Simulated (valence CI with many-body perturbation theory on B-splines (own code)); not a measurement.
# Ce45+: calculated level list

Method: configuration interaction combined with many-body perturbation theory (CI+MBPT): three valence electrons over a frozen Dirac-Fock core [Ne], radial functions for each j: 11 s, 11 p, 10 d, 8 f, 5 g, 2 h, with the one-electron correlation potential Σ1, the two-electron term Σ2, the three-electron term Σ3, Breit, model QED; selected CI, second order for the rest, scaled by the run's own slope (own B-spline code, finite nucleus).

The last digits are not significant, and no measured levels were compared; by estimate large intervals hold to a few tenths of a per cent, small ones and those within an open d or f shell to about a per cent.

Levels 1 to 45 of 157, with energies above the lowest level, (3s^2 3p1/2) J=1/2. "Leading %" is the weight of the configuration and term that name the level; weights of strongly mixed levels are sums over their largest components and can fall short. In the jj column 3d3/2^4 stands for four electrons in 3d with j = 3/2. Lifetimes count E1, E2, E3, M1 and M2 decay at the calculated energies, and are blank where another channel may lead or the interval is too uncertain; long ones can be off by a factor of two.

```csv
No.,Configuration,Term,J,E (× 10³ cm⁻¹),Leading %,Lifetime,g,Leading jj
1,3s2 3p,2P°,1/2,0.00,99,,0.655,3s^2 3p1/2 (99 %)
2,3s 3p2,4P,1/2,915.98,62,63.0 ps,2.248,3s 3p1/2^2 (96 %)
3,3s2 3p,2P°,3/2,930.27,98,138 ns,1.326,3s^2 3p3/2 (98 %)
4,3s 3p2,4P,3/2,1684.4,92,491 ps,1.660,3s 3p1/2 3p3/2 (99 %)
5,3s 3p2,2D,5/2,1785.5,54,156 ps,1.365,3s 3p1/2 3p3/2 (96 %)
6,3s 3p2,2D,3/2,1920.5,59,6.72 ps,0.942,3s 3p1/2 3p3/2 (83 %)
7,3s 3p2,2P,1/2,1985.9,71,2.00 ps,1.203,3s 3p1/2 3p3/2 (95 %)
8,3s2 3d,2D,3/2,2303.8,83,1.55 ps,0.837,3s^2 3d3/2 (83 %)
9,3s2 3d,2D,5/2,2442.5,82,17.2 ps,1.252,3s^2 3d5/2 (82 %)
10,3s 3p2,2D,5/2,2732.3,44,4.79 ps,1.361,3s 3p3/2^2 (82 %)
11,3p3,2P°,3/2,2844.0,35,7.13 ps,1.227,3p1/2^2 3p3/2 (77 %)
12,3s 3p2,2S,1/2,2920.3,69,2.86 ps,1.861,3s 3p3/2^2 (97 %)
13,3s 3p 3d,4F°,3/2,2957.0,76,21.0 ps,0.550,3s 3p1/2 3d3/2 (89 %)
14,3s 3p2,2P,3/2,2961.9,65,1.43 ps,1.198,3s 3p3/2^2 (96 %)
15,3s 3p 3d,4F°,5/2,3029.2,52,80.9 ps,1.044,3s 3p1/2 3d3/2 (93 %)
16,3s 3p 3d,4D°,1/2,3183.0,66,2.08 ps,0.361,3s 3p1/2 3d3/2 (96 %)
17,3s 3p 3d,4D°,3/2,3199.3,44,1.95 ps,1.320,3s 3p1/2 3d3/2 (80 %)
18,3s 3p 3d,4P°,5/2,3250.4,37,9.26 ps,1.345,3s 3p1/2 3d5/2 (97 %)
19,3s 3p 3d,4F°,7/2,3312.6,54,14.9 ps,1.252,3s 3p1/2 3d5/2 (94 %)
20,3s 3p 3d,2F°,5/2,3379.5,44,10.2 ps,1.074,3s 3p1/2 3d5/2 (91 %)
21,3s 3p 3d,2D°,3/2,3404.2,40,3.79 ps,1.172,3s 3p1/2 3d5/2 (68 %)
22,3p3,2D°,5/2,3753.8,69,3.61 ps,1.130,3p1/2 3p3/2^2 (69 %)
23,3p3,2D°,3/2,3791.5,45,1.63 ps,1.327,3p1/2 3p3/2^2 (82 %)
24,3p3,2P°,1/2,3857.6,84,2.48 ps,0.668,3p1/2 3p3/2^2 (84 %)
25,3s 3p 3d,4D°,3/2,3977.1,42,2.52 ps,1.340,3s 3p3/2 3d3/2 (98 %)
26,3s 3p 3d,4D°,5/2,3983.4,51,2.01 ps,1.269,3s 3p3/2 3d3/2 (83 %)
27,3s 3p 3d,4P°,1/2,3984.9,86,2.93 ps,2.306,3s 3p3/2 3d3/2 (97 %)
28,3s 3p 3d,4D°,7/2,4004.9,42,3.13 ps,1.290,3s 3p3/2 3d3/2 (77 %)
29,3s 3p 3d,4F°,9/2,4064.6,100,162 ns,1.326,3s 3p3/2 3d5/2 (100 %)
30,3p2 3d,4F,3/2,4092.4,39,10.5 ps,0.761,3p1/2^2 3d3/2 (98 %)
31,3s 3p 3d,2D°,3/2,4143.9,62,1.90 ps,1.019,3s 3p3/2 3d3/2 (56 %)
32,3s 3p 3d,2D°,5/2,4206.0,46,4.66 ps,1.337,3s 3p3/2 3d5/2 (94 %)
33,3s 3p 3d,2F°,5/2,4271.0,72,1.18 ps,0.937,3s 3p3/2 3d3/2 (89 %)
34,3s 3p 3d,2D°,3/2,4279.0,41,2.33 ps,1.164,3s 3p3/2 3d5/2 (50 %)
35,3s 3p 3d,2F°,7/2,4281.4,80,4.57 ps,1.186,3s 3p3/2 3d5/2 (82 %)
36,3s 3p 3d,2P°,1/2,4289.8,72,1.13 ps,0.610,3s 3p3/2 3d3/2 (81 %)
37,3p2 3d,2D,5/2,4371.9,27,7.16 ps,1.194,3p1/2^2 3d5/2 (95 %)
38,3s 3p 3d,2F°,7/2,4382.5,75,2.39 ps,1.194,3s 3p3/2 3d5/2 (95 %)
39,3s 3p 3d,2P°,1/2,4449.9,84,2.81 ps,0.681,3s 3p3/2 3d5/2 (81 %)
40,3s 3p 3d,2P°,3/2,4503.4,81,1.69 ps,1.303,3s 3p3/2 3d5/2 (96 %)
41,3s 3p 3d,2D°,5/2,4519.6,64,1.54 ps,1.118,3s 3p3/2 3d5/2 (89 %)
42,3p2 3d,2F,5/2,4872.7,54,5.41 ps,0.930,3p1/2 3p3/2 3d3/2 (90 %)
43,3p3,2P°,3/2,4873.1,47,1.01 ps,1.239,3p3/2^3 (87 %)
44,3p2 3d,4F,3/2,4919.9,39,2.92 ps,0.932,3p1/2 3p3/2 3d3/2 (97 %)
45,3p2 3d,4D,1/2,4936.6,81,2.75 ps,0.160,3p1/2 3p3/2 3d3/2 (99 %)
```

The ionisation energy to 3s2 1S_0 of the next ion comes out as 3673.7 eV (NIST: 3672 ± 4 eV (theoretical)). All 157 levels together are meant to be complete up to 14527 × 10³ cm⁻¹.
